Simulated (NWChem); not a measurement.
CHF₂, doublet; SMILES F[CH]F

All runs: NWChem. Pople sets run with spherical d functions. Spin-unrestricted. In the optimisation the excess spin sits in a' (Cs, its own frame). Coordinates come from a PBE-D3(BJ)/def2-SVP, spin-unrestricted optimisation. No stability test was run on the SCF state.

Order these by “highest occupied level (eV)”, lowest first: TPSS/6-311++G**; TPSS/6-31G*; TPSS/STO-3G.

TPSS/6-311++G** (-5.60), TPSS/6-31G* (-4.87), TPSS/STO-3G (-0.95)
